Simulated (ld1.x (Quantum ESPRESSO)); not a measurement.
**u(r) = r·R(r): atom against pseudo-atom (Li (Z = 3))**

Columns: radius, all-electron u(r) and pseudo u(r) of the 2s shell (level -3.01 eV) of lithium in the configuration [He] 2s0.75 2p0.25; LDA (PZ), scalar-relativistic, TM scheme, ld1.x (Quantum ESPRESSO) 7.5.

```tsv
r (bohr)	all-electron	pseudo
0.210	0.1808	-0.0282
0.420	0.1751	-0.0582
0.630	0.0988	-0.0915
0.840	0.0005	-0.1299
1.050	-0.0989	-0.1747
1.260	-0.1899	-0.2260
1.470	-0.2692	-0.2820
1.680	-0.3359	-0.3387
1.890	-0.3904	-0.3906
2.100	-0.4335	-0.4335
2.310	-0.4663	-0.4663
2.520	-0.4897	-0.4897
2.730	-0.5048	-0.5048
2.940	-0.5127	-0.5127
3.150	-0.5143	-0.5143
3.360	-0.5107	-0.5107
3.570	-0.5028	-0.5028
3.780	-0.4912	-0.4912
3.990	-0.4769	-0.4769
4.200	-0.4603	-0.4603
4.410	-0.4421	-0.4421
4.620	-0.4227	-0.4227
4.830	-0.4025	-0.4025
5.040	-0.3819	-0.3819
5.250	-0.3612	-0.3612
5.460	-0.3406	-0.3406
```

Problem. How many radial nodes do the two functions have?

Solution. The all-electron 2s function has n − l − 1 = 1; the pseudo-wave has 0, since the states of the same l below it are removed with the core.

Problem. At about which radius was the pseudo-wave matched?

Solution. 2.20 bohr. The columns agree to 0.0005 from 1.89 bohr on; several derivatives are matched, so the curves merge somewhat inside the radius.

Problem. Where does each function peak?

Solution. Outermost all-electron maximum near 3.15 bohr, pseudo maximum near 3.15 bohr (to the table’s step).

Problem. Is the pseudo-wave norm-conserving?

Solution. Yes: the TM scheme keeps the norm inside the radius equal to the all-electron one, which fixes the energy derivative of the logarithmic derivative at the level.
